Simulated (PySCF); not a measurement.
## `InChI=1S/C4H6Cl2O/c1-3(7)2-4(5)6/h4H,2H2,1H3`

Molfile (atoms numbered from 1):
```
C4H6Cl2O
     RDKit          3D

 13 12  0  0  0  0  0  0  0  0999 V2000
   -1.6411    0.0670    0.1313 C   0  0  0  0  0  0  0  0  0  0  0  0
   -0.8417    0.1376   -1.1355 C   0  0  0  0  0  0  0  0  0  0  0  0
   -1.3034   -0.0342   -2.2300 O   0  0  0  0  0  0  0  0  0  0  0  0
    0.6421    0.4801   -0.9560 C   0  0  0  0  0  0  0  0  0  0  0  0
    1.4209   -0.5489   -0.1475 C   0  0  0  0  0  0  0  0  0  0  0  0
    0.8051   -2.2008   -0.4166 Cl  0  0  0  0  0  0  0  0  0  0  0  0
    1.3996   -0.1712    1.5953 Cl  0  0  0  0  0  0  0  0  0  0  0  0
   -1.4038    0.9015    0.7854 H   0  0  0  0  0  0  0  0  0  0  0  0
   -1.3922   -0.8516    0.6600 H   0  0  0  0  0  0  0  0  0  0  0  0
   -2.7031    0.0575   -0.0997 H   0  0  0  0  0  0  0  0  0  0  0  0
    0.7298    1.4565   -0.4774 H   0  0  0  0  0  0  0  0  0  0  0  0
    1.0802    0.5382   -1.9556 H   0  0  0  0  0  0  0  0  0  0  0  0
    2.4748   -0.5611   -0.4346 H   0  0  0  0  0  0  0  0  0  0  0  0
  1  2  1  0
  2  3  2  0
  2  4  1  0
  4  5  1  0
  5  6  1  0
  5  7  1  0
  1  8  1  0
  1  9  1  0
  1 10  1  0
  4 11  1  0
  4 12  1  0
  5 13  1  0
M  END
```

Computed with PySCF 2.14.0, GIAO BHandHLYP/pcSseg-1 magnetisability, rotational g tensor and spin-rotation constants, non-relativistic, gas phase. Geometry: GFN2-xTB, dihedral held. The dihedral C2–C4–C5–Cl7 is held at 270°.

(1) How diamagnetic is it, and how anisotropic?

(2) Split it along the inertial axes a, b, c into diamagnetic and paramagnetic parts about the centre of mass, with the quadrupole moment.

(3) And the rotational g tensor?

## Answers

(1) Isotropic -1271 × 10⁻³⁰ J/T², or -76.5 × 10⁻⁶ cm³/mol; principal values -1409, -1256, -1148 × 10⁻³⁰ J/T², anisotropy 227 × 10⁻³⁰ J/T² (root of half the summed squared differences of the principal values). The susceptibility is in cgs units.

(2) 
| axis | χ (10⁻⁶ cm³/mol) | diamagnetic (10⁻⁶ cm³/mol) | paramagnetic (10⁻⁶ cm³/mol) | summed x² of all electrons (Å²) | quadrupole Θ (D Å) |
| --- | --- | --- | --- | --- | --- |
| a | -70.2 | -590.2 | 520.0 | 174.7 | -13.83 |
| b | -82.7 | -950.3 | 867.6 | 89.8 | +4.22 |
| c | -76.7 | -1122.4 | 1045.8 | 49.3 | +9.60 |

Anisotropies 2χaa − χbb − χcc = +19.0 and 2χbb − χaa − χcc = -18.6 × 10⁻⁶ cm³/mol. Θ is traceless in Buckingham's convention.

(3) 
```tsv
axis	rotational constant (GHz)	g	nuclear part	electronic part
a	2.3823	-0.0273	0.5547	-0.5820
b	1.3382	-0.0141	0.5313	-0.5454
c	1.0812	-0.0161	0.5151	-0.5312
```
Asymmetric top; isotopes 12C, 35Cl, 1H, 16O; no vibrational averaging.
